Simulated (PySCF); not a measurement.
## Dipole response of Sn (tin, neutral)

[Kr] 4d10 5s2 5p2, high-spin 3P determinant. All numbers are calculated (PySCF 2.14, the spin-free X2C one-electron Hamiltonian (Gaussian nucleus), in aug-cc-pwCVTZ-DK3 with one added diffuse shell each of s, p, d, f type (11s10p8d5f1g, 125 functions)). Coupled (time-dependent) response in atomic units; α is the mean over directions.

```json
{"method": "TPSSh", "mean α (bohr³)": "58.81", "α xx, yy, zz": "46.98, 64.72, 64.72", "C₆ (like pair)": "652.2", "S(−4)": "1331"}
{"method": "PW91", "mean α (bohr³)": "61.40", "α xx, yy, zz": "47.97, 68.12, 68.12", "C₆ (like pair)": "671.4", "S(−4)": "1623"}
```

S(−4) is the Cauchy moment in α(ω) = α(0) + S(−4) ω² + …

Reference α: 53 ± 6 bohr³ (recommended; Schwerdtfeger and Nagle, table of static dipole polarizabilities (2023 update)). Published C₆: 659.0 (Chu and Dalgarno (2004); Tang, Norbeck and Certain (1976)).

Spin-orbit coupling is absent.

α(iu) at TPSSh:

| u (hartree) | α(iu) (bohr³) |
| --- | --- |
| 0 | 58.81 |
| 0.0500 | 55.74 |
| 0.100 | 48.70 |
| 0.200 | 34.16 |
| 0.300 | 24.05 |
| 0.500 | 13.51 |
| 0.750 | 8.061 |
| 1.00 | 5.557 |
| 1.50 | 3.309 |
| 2.00 | 2.286 |
| 3.00 | 1.322 |
| 5.00 | 0.6150 |

A single London oscillator, α(iu) = α/(1 + u²/ω²), gives C₆ = (3/4) ω α². Matching the computed C₆ needs ω = 4 × 652.2 / (3 × 58.81²) = 0.251 hartree.

The components differ because the open shell of this determinant is not spherical; for a pure term their mean is the scalar polarisability.
